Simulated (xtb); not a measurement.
Ga(F)(Br)(Me) (CH3BrFGa), SMILES [CH3][Ga]([F])[Br]. All values are semi-empirical tight-binding results from xtb (GFN2-xTB unless named), good for trends rather than for accurate numbers. The structure is a stationary point at GFN2-xTB.

Optimised geometry:

Bonded distances (Å): Ga1–F2 1.762, Ga1–Br3 2.292, Ga1–C4 2.031, C4–H5 1.089, C4–H6 1.090, C4–H7 1.090. Angles (°): F2–Ga1–Br3 111.4, F2–Ga1–C4 117.6, Br3–Ga1–C4 131.0, Ga1–C4–H5 110.2, Ga1–C4–H6 108.9, Ga1–C4–H7 108.4, H5–C4–H6 110.0, H5–C4–H7 110.4, H6–C4–H7 108.9.

The geometry has at least one imaginary mode, so it is a saddle point at that level.

For metal compounds this method's bond lengths and energies can be far off.

```yaml
orbital_gap: 4.05 eV
```

Q: Give the atomic charges and the Wiberg bond orders between heavy atoms. (An estimate is asked for; the answer gives what the named calculation found.)

A: charges (e) Ga1 0.17, F2 -0.27, Br3 -0.06, C4 -0.13, H5 0.09, H6 0.10, H7 0.10. Bond orders Ga1–F2 1.12, Ga1–Br3 1.22, Ga1–C4 0.89.
